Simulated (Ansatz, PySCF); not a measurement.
CAgO, SMILES [C+]([Ag])=O, charge +1, multiplicity 1. Atoms are numbered in the order given.

```xyz
3

Ag     0.0000     0.0000    -0.6047
C      0.0000     0.0000     1.5257
O      0.0000     0.0000     2.6378
```
Charge +1, spin multiplicity 1.

Coordinates come from a PBE0-D3(BJ)/def2-TZVP optimisation. The spin state was assumed, not searched. The def2 effective core potentials stand for the cores of Ag; spin–orbit coupling is left out.

Two levels are set side by side: PBE-D3(BJ)/def2-TZVP (Ansatz, an electronic-structure program) and PBE0-D3(BJ)/def2-TZVP (Ansatz). Each level has its own optimised geometry; the coordinates shown are those of the second. Frequencies come from the Hessian of PySCF at each geometry. Differences are taken from unrounded values.

```tsv
quantity	PBE0-D3(BJ)
mean bond length (Å)	1.621
bond Ag1–C2 (Å)	2.130
bond C2–O3 (Å)	1.112
highest harmonic wavenumber (cm⁻¹)	2342
mean harmonic wavenumber (cm⁻¹)	767
zero-point energy (kcal/mol)	4.39
```

**Question.** What does PBE-D3(BJ) give, and how far is it from PBE0-D3(BJ)? (The exact figures need the calculation; the answer reports its results.)

**Answer.** 
```csv
quantity,PBE-D3(BJ),PBE-D3(BJ) minus PBE0-D3(BJ)
mean bond length (Å),1.600,-0.021
bond Ag1–C2 (Å),2.073,-0.057
bond C2–O3 (Å),1.126,0.014
highest harmonic wavenumber (cm⁻¹),2217,-125
mean harmonic wavenumber (cm⁻¹),743,-24
zero-point energy (kcal/mol),4.25,-0.14
```
